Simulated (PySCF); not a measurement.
IK, charge -1, doublet, at the geometry of the source list (a state made from the parent by changing its charge; the spin is typed, not shown lowest) (all electrons, no relativity); WB97M-V/3-21G (PySCF).

Input for PySCF:
```python
from pyscf import gto, scf, dft

mol = gto.M(
    atom='''
K    -1.058900   -0.752200   -0.902200
I     1.058900    0.752200    0.902200
''',
    basis='3-21g',
    charge=-1,
    spin=1,
    verbose=4,
)

mf = dft.UKS(mol)
mf.xc = 'wb97m_v'
mf.kernel()
mf.analyze()
```

Q: Predict the main parts of the log of this PySCF run.

A: 
```
PySCF version 2.14.0

[INPUT] verbose = 4
[INPUT] num. atoms = 2
[INPUT] num. electrons = 73
[INPUT] charge = -1
[INPUT] spin (= nelec alpha-beta = 2S) = 1
[INPUT] symmetry False subgroup None
[INPUT] Mole.unit = angstrom
[INPUT] Symbol           X                Y                Z      unit          X                Y                Z       unit  Magmom
[...]
nuclear repulsion = 168.476908767718
number of shells = 22
number of NR pGTOs = 120
number of NR cGTOs = 48
basis = 3-21g
ecp = {}

******** <class 'pyscf.dft.uks.UKS'> ********
method = UKS
initial guess = minao
damping factor = 0
level_shift factor = 0
DIIS = <class 'pyscf.scf.diis.CDIIS'>
diis_start_cycle = 1
diis_space = 8
diis_damp = 0
SCF conv_tol = 1e-09
SCF conv_tol_grad = None
SCF max_cycles = 50
direct_scf = True
direct_scf_tol = 1e-13
number electrons alpha = 37  beta = 36
XC library pyscf.dft.libxc version 7.1.2
    S. Lehtola, C. Steigemann, M. J. T. Oliveira, and M. A. L. Marques,  SoftwareX 7, 1–5 (2018)
XC functionals = wb97m_v
    N. Mardirossian and M. Head-Gordon,  J. Chem. Phys. 144, 214110 (2016)
radial grids:
    Treutler-Ahlrichs [JCP 102, 346 (1995); DOI:10.1063/1.469408] (M4) radial grids

becke partition: Becke, JCP 88, 2547 (1988); DOI:10.1063/1.454033
pruning grids: <function nwchem_prune>
grids dens level: 3
symmetrized grids: False
atomic radii adjust function: <function treutler_atomic_radii_adjust>
** Following is NLC and NLC Grids **
NLC functional = wb97m_v
radial grids:
    Treutler-Ahlrichs [JCP 102, 346 (1995); DOI:10.1063/1.469408] (M4) radial grids

becke partition: Becke, JCP 88, 2547 (1988); DOI:10.1063/1.454033
pruning grids: <function nwchem_prune>
grids dens level: 3
symmetrized grids: False
atomic radii adjust function: <function treutler_atomic_radii_adjust>
small_rho_cutoff = 0
Set gradient conv threshold to 3.16228e-05
tot grids = 42000
tot grids = 42000
init E= -7468.57012832166

cycle= 1 E= -7486.62105145368  delta_E= -18.1  |g|= 0.213  |ddm|= 0.925
cycle= 2 E= -7486.66210014042  delta_E= -0.041  |g|= 0.0839  |ddm|= 0.893
cycle= 3 E= -7486.6679690513  delta_E= -0.00587  |g|= 0.0076  |ddm|= 0.229
cycle= 4 E= -7486.66846801082  delta_E= -0.000499  |g|= 0.00251  |ddm|= 0.0814
cycle= 5 E= -7486.6685322506  delta_E= -6.42e-05  |g|= 0.000717  |ddm|= 0.0399
cycle= 6 E= -7486.66853568963  delta_E= -3.44e-06  |g|= 0.000114  |ddm|= 0.012
cycle= 7 E= -7486.66853576353  delta_E= -7.39e-08  |g|= 3.01e-05  |ddm|= 0.00181
[...]
converged SCF energy = -7486.66853576843  <S^2> = 0.75029381  2S+1 = 2.0002938
Total Energy =                       -7486.668535768430047
[...]
[...]
To work with the spin densities directly, `use mulliken_meta_spin()` only printing them here.

 ** Mulliken spin pop alpha/beta on meta-lowdin orthogonal AOs **
 ** Mulliken Spin Density (per AO)  **
spin_pop of  0 K 1s        0.00000
spin_pop of  0 K 2s        0.00004
spin_pop of  0 K 3s        0.00038
spin_pop of  0 K 4s        0.79793
spin_pop of  0 K 5s        0.02726
spin_pop of  0 K 2px       0.00000
spin_pop of  0 K 2py      -0.00000
spin_pop of  0 K 2pz       0.00000
spin_pop of  0 K 3px       0.00002
spin_pop of  0 K 3py       0.00001
spin_pop of  0 K 3pz       0.00001
spin_pop of  0 K 4px       0.05176
spin_pop of  0 K 4py       0.02652
spin_pop of  0 K 4pz       0.03780
spin_pop of  0 K 5px       0.00041
spin_pop of  0 K 5py       0.00021
spin_pop of  0 K 5pz       0.00029
spin_pop of  1 I 1s        0.00000
spin_pop of  1 I 2s        0.00000
spin_pop of  1 I 3s        0.00000
spin_pop of  1 I 4s        0.00001
spin_pop of  1 I 5s        0.01706
spin_pop of  1 I 6s        0.01040
spin_pop of  1 I 2px       0.00000
spin_pop of  1 I 2py       0.00000
spin_pop of  1 I 2pz       0.00000
spin_pop of  1 I 3px       0.00000
spin_pop of  1 I 3py       0.00000
spin_pop of  1 I 3pz       0.00000
spin_pop of  1 I 4px       0.00000
spin_pop of  1 I 4py       0.00000
spin_pop of  1 I 4pz       0.00000
spin_pop of  1 I 5px       0.01180
spin_pop of  1 I 5py       0.00555
spin_pop of  1 I 5pz       0.00834
spin_pop of  1 I 6px       0.00187
spin_pop of  1 I 6py       0.00095
spin_pop of  1 I 6pz       0.00136
spin_pop of  1 I 3dxy      0.00000
spin_pop of  1 I 3dyz      0.00000
spin_pop of  1 I 3dz^2    -0.00000
spin_pop of  1 I 3dxz      0.00000
spin_pop of  1 I 3dx2-y2    0.00000
spin_pop of  1 I 4dxy      0.00000
spin_pop of  1 I 4dyz      0.00000
spin_pop of  1 I 4dz^2     0.00000
spin_pop of  1 I 4dxz      0.00000
spin_pop of  1 I 4dx2-y2    0.00000
 ** Mulliken Spin Density (per atom)  **
spin density of  0 K =      0.94263
spin density of  1 I =      0.05737
 ** Mulliken pop alpha/beta on meta-lowdin orthogonal AOs **
 ** Mulliken pop       alpha | beta **
In total            37.00000 | 36.00000
 ** Mulliken atomic charges   ( Nelec_alpha | Nelec_beta ) **
charge of  0K =     -0.11215  (    10.02739      9.08476 )
charge of  1I =     -0.88785  (    26.97261     26.91524 )

WARN: System has nonzero charge -1; the dipole moment is origin-dependent.
Location of origin: [0. 0. 0.]

Dipole moment(X, Y, Z, Debye):  0.45423,  0.32263,  0.38699
```
